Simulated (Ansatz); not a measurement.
`FC1=N[SiH]1Cl` + H–F → `FC1=N[SiH]1F` + HCl at 298.15 K and 1 bar (ligand exchange at the Si–Cl bond).

Gas-phase electronic energies from Ansatz, PBE0-D4/def2-TZVP geometries. CCSD(T)/CBS adds triple-zeta CCSD(T) − MP2 to the extrapolated MP2 energy (def2 sets, frozen cores). This one scheme is used for every species.

```json
{"species": "`FC1=N[SiH]1Cl`", "CCSD(T)/CBS energy (Eh)": "-941.99197", "H − E (kJ/mol)": "76.0", "S (J/(mol·K))": "314.9"}
{"species": "H–F", "CCSD(T)/CBS energy (Eh)": "-100.39570", "H − E (kJ/mol)": "33.5", "S (J/(mol·K))": "173.6"}
{"species": "`FC1=N[SiH]1F`", "CCSD(T)/CBS energy (Eh)": "-582.02075", "H − E (kJ/mol)": "78.4", "S (J/(mol·K))": "302.5"}
{"species": "HCl", "CCSD(T)/CBS energy (Eh)": "-460.38127", "H − E (kJ/mol)": "26.6", "S (J/(mol·K))": "186.8"}
```

H − E and S are ideal-gas, rigid-rotor, harmonic terms from PBE0-D4/def2-TZVP, for one conformer and one mirror image of each species. 1 Eh = 2625.50 kJ/mol, R = 8.31446 J/(mol·K).

Task: By hand: ΔE, ΔH, ΔS and ΔG.

Result: ΔE = (-582.02075) + (-460.38127) − (-941.99197) − (-100.39570) = -0.01435 Eh = -37.7 kJ/mol. Δ(H − E) = 78.4 + 26.6 − 76.0 − 33.5 = -4.5, so ΔH = -42.2 kJ/mol. ΔS = 302.5 + 186.8 − 314.9 − 173.6 = 0.8 J/(mol·K). ΔG = -42.2 − 298.15 × (0.8)/1000 = -42.4 kJ/mol.

Task: By hand: the equilibrium constant, and the temperature at which ΔG would vanish if ΔH and ΔS stayed fixed.

Result: log₁₀ K = −ΔG/(RT ln 10) = 7.4. ΔH and −TΔS have one sign here, so there is no such temperature.

The number of gas molecules stays the same, so ΔS is small and ΔH decides. A doubt of 5 kJ/mol in ΔE shifts log₁₀ K by 0.9 here. Other conformers and mirror images would add mixing entropy, several J/(mol·K) or more a flexible species. These are equilibria of isolated gas molecules and say nothing of rates. Largest T1 diagnostic: 0.014 (customary marks: 0.02 for closed shells, 0.045 for open ones).

ΔS is within the doubt of such terms, so its sign, and with it that verdict, could turn.
